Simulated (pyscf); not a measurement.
PySCF, gas phase, ωB97X-D3(BJ)/def2-SVP geometries. Singlets are restricted, triplets unrestricted.

Singlet (Å):
```xyz
6

F      0.6081     0.1990     1.8120
Ge    -1.1187     0.4396     1.9709
Ge    -1.4334    -0.2680    -0.4342
F     -3.0848    -0.4105    -0.9455
F     -0.7356    -1.8002    -0.8380
F     -0.7412     0.8527    -1.5598
```

Triplet (Å):
```xyz
6

F      1.8743     2.5546    -0.3038
Ge     1.7019     0.9335    -0.9271
Ge    -0.1943    -0.2326     0.0005
F     -1.7225     0.5036    -0.2779
F     -0.2184    -1.7666    -0.7751
F     -0.1452    -0.5278     1.6935
```

### Question
For these two minima of `[F][Ge][Ge]([F])([F])[F]`, which spin state lies lower at ωB97X-D3(BJ)/def2-TZVP, and by how much (electronic energies)?

### Answer
The singlet, by 41.3 kcal/mol. Zero-point energy shifts E(triplet) − E(singlet) by +0.1 kcal/mol. The 7 functionals that were run give +33.8 (M06-2X) to +42.0 kcal/mol (B3LYP-D3(BJ)). Other isomers of F–Ge:–Ge(F)(F)–F [singlet] were not searched in full and may lie lower. 

E(triplet) − E(singlet) by level (kcal/mol):

| level | gap |
|---|---|
| ωB97X-D3(BJ)/def2-TZVP | +41.3 |
| PBE/def2-TZVP | +38.8 |
| r²SCAN/def2-TZVP | +33.8 |
| B3LYP-D3(BJ)/def2-TZVP | +42.0 |
| PBE0-D3(BJ)/def2-TZVP | +36.7 |
| M06-2X/def2-TZVP | +33.8 |
| ωB97M-D3(BJ)/def2-TZVP | +41.9 |
| HF/def2-TZVP | +23.5 |

The triplet is the lowest one reached from the SCF start used. Elements up to Kr have no core potential and no relativistic terms here.
